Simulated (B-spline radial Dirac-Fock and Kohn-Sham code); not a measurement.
Compton profile of Hf²⁶⁺

System: hafnium as Hf²⁶⁺ in the configuration [Kr] 4d10.

The computed values come from an atomic code on a B-spline grid: the impulse approximation on Dirac-Fock densities. pz is in atomic units of momentum; subshell profiles are per electron, for a selection of subshells; open shells are spread over both j values by their weights.

| pz | J total | J 2p3/2 | J 3s1/2 | J 3p1/2 | J 4d5/2 |
| --- | --- | --- | --- | --- | --- |
| 0 | 2.727 | 0.0202 | 0.0820 | 0.0483 | 0.0787 |
| 0.35 | 2.721 | 0.0202 | 0.0817 | 0.0483 | 0.0787 |
| 0.49 | 2.716 | 0.0202 | 0.0814 | 0.0483 | 0.0787 |
| 0.67 | 2.706 | 0.0202 | 0.0808 | 0.0483 | 0.0787 |
| 0.91 | 2.687 | 0.0202 | 0.0798 | 0.0483 | 0.0787 |
| 1.3 | 2.645 | 0.0202 | 0.0776 | 0.0483 | 0.0787 |
| 1.7 | 2.585 | 0.0202 | 0.0746 | 0.0482 | 0.0785 |
| 2.4 | 2.440 | 0.0202 | 0.0680 | 0.0479 | 0.0773 |
| 3.2 | 2.214 | 0.0201 | 0.0589 | 0.0472 | 0.0732 |
| 4.4 | 1.802 | 0.0201 | 0.0441 | 0.0449 | 0.0593 |
| 6.1 | 1.262 | 0.0199 | 0.0258 | 0.0389 | 0.0321 |
| 8.4 | 0.8279 | 0.0195 | 0.0113 | 0.0273 | 0.00910 |
| 11 | 0.5849 | 0.0185 | 0.00661 | 0.0149 | 0.00356 |
| 16 | 0.3208 | 0.0152 | 0.00591 | 0.00343 | 0.00298 |
| 22 | 0.1635 | 0.0105 | 0.00291 | 0.00179 | 0.00129 |
| 30 | 0.07579 | 0.00540 | 0.000590 | 0.00155 | 0.000300 |
| 41 | 0.03221 | 0.00192 | 0.000199 | 0.000756 | 4.30e-05 |

J(0) = 2.727. The 4d5/2 subshell gives the largest part, 17 %.

Mean momentum ⟨p⟩ by subshell (a.u.): 1s1/2 74.0, 2s1/2 26.4, 2p1/2 34.9, 2p3/2 31.1, 3s1/2 13.4, 3p1/2 16.0, 3p3/2 14.9, 3d3/2 17.8, 3d5/2 17.4, 4s1/2 7.45, 4p1/2 8.36, 4p3/2 7.96, 4d3/2 8.89, 4d5/2 8.75.
